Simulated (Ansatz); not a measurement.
Geometry optimisation, RKS PBE-D4/def2-SVP (Ansatz).

Input file:

```yaml
crystal:
  periodic: [false, false, false]
  atoms:
    - { symbol: "N", position_ang: [0.1134, -2.5954, -0.2267] }
    - { symbol: Al, position_ang: [0.8631, -0.842, -0.5172] }
    - { symbol: O, position_ang: [2.5657, -0.7195, -1.1232] }
    - { symbol: B, position_ang: [-0.1413, 0.8867, -0.1436] }
    - { symbol: "N", position_ang: [-0.3191, 2.4232, -0.0846] }
    - { symbol: Al, position_ang: [-1.9535, 1.8616, 0.5046] }
    - { symbol: H, position_ang: [-0.2224, -2.5744, 0.7611] }
    - { symbol: H, position_ang: [-0.7572, -2.5612, -0.836] }
    - { symbol: H, position_ang: [3.1459, -0.6872, -0.2397] }
    - { symbol: H, position_ang: [0.2072, 2.7294, 0.8082] }
    - { symbol: H, position_ang: [-3.4366, 2.0218, 1.1177] }
basis:
  gaussian: { orbitals: def2-SVP }
hamiltonian:
  xc: pbe
  dispersion: d4
relax:
  f_tol: 0.015
  max_steps: 40
output:
  orbitals: {}
```

Launched with:

```bash
$ ansatz run input.yaml --threads 2 --pin off --max-ram 3072MiB --backend cpu --events-out ev --progress --plain --runs-dir out
```

Where does it end, and by what steps?

The forces met the threshold. After 19 steps the energy has fallen by 2.962 eV; H7 moved furthest, 1.50 Å.

| step | energy less start (eV) | largest force component (eV/Å) | accepted |
| --- | --- | --- | --- |
| 0 | 0.0000 | 3.101 | yes |
| 1 | -1.2663 | 2.566 | yes |
| 2 | -2.0354 | 1.488 | yes |
| 3 | -2.2772 | 0.418 | yes |
| 4 | -2.3394 | 0.334 | yes |
| 5 | -2.3940 | 0.798 | yes |
| 6 | -2.4457 | 1.283 | yes |
| 7 | -2.5244 | 1.429 | yes |
| 8 | -2.6475 | 0.913 | yes |
| 9 | -2.7786 | 0.613 | yes |
| 10 | -2.8679 | 0.407 | yes |
| 11 | -2.8953 | 0.292 | yes |
| 12 | -2.9370 | 0.382 | yes |
| 13 | -2.9577 | 0.184 | yes |
| 14 | -2.9472 | 0.296 | no |
| 15 | -2.9612 | 0.055 | yes |
| 16 | -2.9614 | 0.027 | yes |
| 17 | -2.9615 | 0.031 | yes |
| 18 | -2.9615 | 0.035 | yes |
| 19 | -2.9616 | 0.006 | yes |

```xyz
11
Properties=species:S:1:pos:R:3
N 0.065 -2.481 -0.112
Al 0.818 -0.871 -0.265
O 2.469 -0.933 -0.789
B -0.367 0.826 0.124
N -0.427 2.129 0.630
Al -2.191 1.801 0.111
H 0.549 -3.371 -0.245
H -0.921 -2.640 0.100
H 3.016 -0.138 -0.877
H 0.349 2.676 1.026
H -3.293 2.944 0.319
```

Run time: 90 s on 2 threads of Arm Neoverse N1, on a shared host, peak memory 0.16 GiB.
